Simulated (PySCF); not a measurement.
**SMILES C[C@@H]1CCC(=S)C1, C6H10S**

Geometry:
```
atom   x (Å)   y (Å)   z (Å)
  C1   1.960  -0.404  -0.557
  C2   0.726   0.015   0.227
  C3  -0.333  -1.089   0.335
  C4  -1.620  -0.338   0.678
  C5  -1.459   1.004   0.038
  S6  -2.632   2.107  -0.129
  C7  -0.048   1.168  -0.424
  H8   1.687  -0.710  -1.565
  H9   2.667   0.419  -0.627
 H10   2.455  -1.240  -0.067
 H11   1.028   0.318   1.235
 H12  -0.440  -1.586  -0.631
 H13  -0.076  -1.841   1.079
 H14  -2.528  -0.839   0.341
 H15  -1.712  -0.194   1.759
 H16   0.346   2.157  -0.189
 H17  -0.030   1.066  -1.514
```

Method used: PySCF 2.14.0, GIAO HF/pcSseg-1 magnetisability, rotational g tensor and spin-rotation constants, non-relativistic, gas phase. Geometry: GFN2-xTB.

Task: How diamagnetic is it, and how anisotropic?

Result: Isotropic -1246 × 10⁻³⁰ J/T², or -75.1 × 10⁻⁶ cm³/mol; principal values -1432, -1199, -1108 × 10⁻³⁰ J/T², anisotropy 289 × 10⁻³⁰ J/T² (root of half the summed squared differences of the principal values). The susceptibility is in cgs units.

Task: Split it along the inertial axes a, b, c into diamagnetic and paramagnetic parts about the centre of mass, with the quadrupole moment.

Result: 
```
axis  χ (10⁻⁶ cm³/mol)  diamagnetic (10⁻⁶ cm³/mol)  paramagnetic (10⁻⁶ cm³/mol)  summed x² of all electrons (Å²)  quadrupole Θ (D Å)
   a             -68.2                      -362.1                        293.9                            221.0               -8.41
   b             -70.8                     -1024.0                        953.1                             65.0               +3.94
   c             -86.2                     -1213.3                       1127.1                             20.4               +4.47
```
Anisotropies 2χaa − χbb − χcc = +20.6 and 2χbb − χaa − χcc = +12.7 × 10⁻⁶ cm³/mol. Θ is traceless in Buckingham's convention.

Task: And the rotational g tensor?

Result: 
| axis | rotational constant (GHz) | g | nuclear part | electronic part |
| --- | --- | --- | --- | --- |
| a | 5.1742 | -0.0539 | 0.6606 | -0.7145 |
| b | 1.3026 | -0.0164 | 0.5669 | -0.5833 |
| c | 1.0905 | -0.0060 | 0.5714 | -0.5774 |

Asymmetric top; isotopes 12C, 1H, 32S; no vibrational averaging.
